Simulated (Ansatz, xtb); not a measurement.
The molecule GaRu, multiplicity 4 (lowest of 2S+1 = 2, 4, 6 at PBE0/def2-TZVPP; our sources give no spin for the ground state, which may be another). No spin–orbit coupling. Ga is treated without relativity.

Seven points along R, fitted to fifth degree in 1/R; most abundant isotopes. In def2 and cc sets the state is the lowest found near the PBE0 minimum, followed along R.

Run with Ansatz (Gaussian orbitals); xtb for the GFN methods.  In def2 rows elements past Kr take small-core potentials, without spin–orbit coupling. The GFN methods have no spin term and hold the electronic entropy of 300 K.

```tsv
level	r_e (Å)	ω_e (cm⁻¹)	ω_e x_e (cm⁻¹)	dipole (D)
GFN1-xTB	2.438	243	2.8	-
PBE/def2-TZVPP	2.344	(withheld)	0.51	0.73
r2SCAN/def2-TZVPP	(withheld)	(withheld)	0.70	0.98
```

Q: Complete the blanks.

A: 
- r2SCAN/def2-TZVPP, r_e (Å): 2.361
- r2SCAN/def2-TZVPP, ω_e (cm⁻¹): 233
- PBE/def2-TZVPP, ω_e (cm⁻¹): 236

Doubts at one or more of the structures used: a spin-contaminated determinant (r2SCAN/def2-TZVPP).

Ansatz is a first-principles code.
